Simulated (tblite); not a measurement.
Species: C3H13AlSSi.
Atom-mapped SMILES: `[CH3:1][S+:2]([CH3:3])[AlH2-:4][CH2:5][SiH3:6]` (hydrogens: H7, H8, H9 on C1; H10, H11, H12 on C3; H13, H14 on Al4; H15, H16 on C5; H17, H18, H19 on Si6)

Computed with GFN2-xTB (tblite), gas phase: L-BFGS steps from a force-field or distance-geometry start until the largest atomic force falls under 0.01 eV/Å.

Step 71: E = -519.4270 eV
```
atom  x, y, z in Å  |  force x, y, z in eV/Å
C1     -1.2841    1.5023   -0.6729    0.048  -0.050   0.043
S2     -1.3908    0.4342    0.7954   -0.004   0.007  -0.013
C3     -2.7570   -0.6454    0.3019    0.033   0.035   0.012
Al4     0.1815   -1.3875    0.0852    0.024   0.041  -0.005
C5      1.9378   -0.6701    0.7182   -0.041  -0.002   0.026
Si6     2.9513    0.6976   -0.1237   -0.051  -0.035  -0.020
H7     -2.2867    1.6818   -1.0461    0.002  -0.003  -0.003
H8     -0.6605    1.0323   -1.4297   -0.021  -0.051  -0.045
H9     -0.8368    2.4378   -0.3575    0.038   0.025   0.036
H10    -3.6162   -0.0341    0.0475   -0.037   0.013  -0.027
H11    -2.9878   -1.2707    1.1579   -0.007  -0.021   0.009
H12    -2.4431   -1.2643   -0.5404   -0.028  -0.036  -0.005
H13    -0.3157   -1.3449   -1.4105    0.018   0.033   0.009
H14    -0.5599   -2.4690    0.9400   -0.005  -0.011   0.002
H15     1.7963   -0.3457    1.7634   -0.020  -0.022   0.014
H16     2.5854   -1.5609    0.7944    0.004   0.071  -0.027
H17     3.3777    0.2828   -1.4646   -0.007   0.009  -0.006
H18     2.1503    1.9308   -0.2377    0.035  -0.030   0.011
H19     4.1485    1.0021    0.6717    0.016   0.027  -0.010
```

Step 72: E = -519.4280 eV
```
atom  x, y, z in Å  |  force x, y, z in eV/Å
C1     -1.2808    1.5010   -0.6686    0.028  -0.029   0.036
S2     -1.3975    0.4323    0.7977    0.034   0.015   0.006
C3     -2.7588   -0.6464    0.2955   -0.001   0.018   0.007
Al4     0.1801   -1.3889    0.0926    0.011   0.054  -0.031
C5      1.9387   -0.6685    0.7136   -0.049   0.004   0.024
Si6     2.9527    0.6986   -0.1281   -0.039  -0.035   0.000
H7     -2.2845    1.6925   -1.0359    0.035  -0.005  -0.007
H8     -0.6662    1.0227   -1.4288   -0.034  -0.025  -0.026
H9     -0.8226    2.4323   -0.3524    0.030  -0.017   0.017
H10    -3.6164   -0.0366    0.0326   -0.035   0.023  -0.035
H11    -2.9997   -1.2686    1.1508    0.001  -0.029   0.017
H12    -2.4394   -1.2686   -0.5423   -0.027  -0.035  -0.005
H13    -0.3225   -1.3504   -1.4035    0.027   0.027   0.023
H14    -0.5569   -2.4660    0.9555   -0.009  -0.016   0.002
H15     1.7980   -0.3417    1.7585   -0.009  -0.035   0.010
H16     2.5851   -1.5602    0.7879    0.006   0.071  -0.013
H17     3.3800    0.2912   -1.4705   -0.009   0.004  -0.008
H18     2.1528    1.9316   -0.2320    0.018  -0.009  -0.001
H19     4.1482    1.0029    0.6699    0.022   0.020  -0.014
```

Question: Estimate the geometry and energy of step 73. (The exact step hangs on the optimiser's Hessian estimate; all steps are aligned on step 72, rigid shifts and turns removed.)

Answer: E = -519.4291 eV, largest force 0.076 eV/Å
```
atom  x, y, z in Å  |  force x, y, z in eV/Å
C1     -1.2774    1.4977   -0.6675    0.015  -0.025   0.021
S2     -1.4010    0.4318    0.7988    0.067   0.012   0.034
C3     -2.7614   -0.6451    0.2954   -0.030  -0.004  -0.003
Al4     0.1821   -1.3875    0.0940   -0.015   0.055  -0.049
C5      1.9391   -0.6686    0.7148   -0.036   0.017   0.023
Si6     2.9520    0.6962   -0.1311   -0.011  -0.023   0.022
H7     -2.2806    1.6932   -1.0331    0.024   0.002  -0.018
H8     -0.6678    1.0135   -1.4286   -0.030  -0.008  -0.013
H9     -0.8156    2.4280   -0.3528    0.037  -0.030   0.011
H10    -3.6193   -0.0365    0.0314   -0.037   0.036  -0.041
H11    -3.0055   -1.2667    1.1500    0.008  -0.034   0.033
H12    -2.4437   -1.2697   -0.5407   -0.014  -0.034  -0.015
H13    -0.3186   -1.3428   -1.4025    0.026   0.022   0.022
H14    -0.5561   -2.4667    0.9506   -0.014  -0.024   0.010
H15     1.7983   -0.3367    1.7582   -0.001  -0.044   0.008
H16     2.5862   -1.5589    0.7900    0.008   0.058   0.000
H17     3.3811    0.2957   -1.4747   -0.014  -0.005  -0.008
H18     2.1516    1.9272   -0.2271   -0.001   0.020  -0.014
H19     4.1471    1.0051    0.6673    0.018   0.009  -0.021
```

The energy changes by -0.0011 eV. The first-order estimate −F·Δx gives -0.0015 eV and the mean of the old and new forces, exact on a quadratic surface, -0.0011 eV. The step makes an angle of 70° with the force vector and moves no atom by more than 0.009 Å.

What follows is the cost of the whole relaxation. Hardware: one thread of an Arm Neoverse V2, shared host. Cost: 1.1 s of wall time.
